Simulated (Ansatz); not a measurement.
Ansatz (a quantum-chemistry and plane-wave program) input for C4H7FO, SMILES C[C@@]1(F)CCO1, CAM-B3LYP/def2-SVPD. Geometry optimised at r2SCAN-D4/def2-SVP. The structure was generated by enumeration; whether it is a known compound was not checked.

Ansatz 0.2 input:
```yaml
crystal:
  periodic: [false, false, false]
  atoms:
    - {symbol: C, position_ang: [1.71097759, -0.50273486, 0.17115206]}
    - {symbol: C, position_ang: [0.34810357, 0.12264440, 0.07001101]}
    - {symbol: F, position_ang: [0.45057264, 1.43541146, 0.50826342]}
    - {symbol: C, position_ang: [-0.49413705, 0.04120575, -1.21209263]}
    - {symbol: C, position_ang: [-1.56044563, -0.55919216, -0.28582907]}
    - {symbol: O, position_ang: [-0.63483698, -0.55466568, 0.82396310]}
    - {symbol: H, position_ang: [2.02721173, -0.48925370, 1.22491392]}
    - {symbol: H, position_ang: [2.43839816, 0.06641805, -0.42604662]}
    - {symbol: H, position_ang: [1.68242067, -1.54434656, -0.17770311]}
    - {symbol: H, position_ang: [-0.71456818, 1.02086447, -1.65705603]}
    - {symbol: H, position_ang: [-0.09900769, -0.64433335, -1.97501376]}
    - {symbol: H, position_ang: [-1.89827304, -1.58139592, -0.52450610]}
    - {symbol: H, position_ang: [-2.43963045, 0.07913050, -0.09011204]}
basis:
  gaussian:
    orbitals: def2-SVPD
hamiltonian:
  xc: {name: CAM-B3LYP}
```

It prints:

```
WARN ansatz: RAYON_NUM_THREADS=2 ignored (pool sized by the plan → 2); use --threads N
Functional definition: CAM-B3LYP
integrals: 0.14 GiB planned
1494 factors; their error is unknown
integrals: 0.16 GiB planned
590 factors; integrals over basis functions are off by at most 1.8e-5 eV
mean field: 1.36 GiB planned
mean field evaluation 1: about -9010.3782 eV, gradient 5.2e1 eV
mean field evaluation 2: about -9010.7037 eV, gradient 5.3e1 eV
mean field evaluation 4: about -9015.7421 eV, gradient 2.0e0 eV
mean field evaluation 8: about -9015.7517 eV, gradient 2.3e-2 eV
mean field evaluation 16: about -9015.7103 eV, gradient 6.7e-5 eV
mean field -9015.71033875 eV, -331.3212438811 hartree, gradient 6.7e-5 eV, S^2 0.000000; 0 other end points of the search recorded, 0 dependent functions left out
reference -9015.71047016 eV, -331.3212487103 hartree; 24, 24 occupied and 158, 158 virtual orbitals, 1494 factors
Total energy: -9015.71047016 eV, -331.3212487103 hartree
```

The run converged.
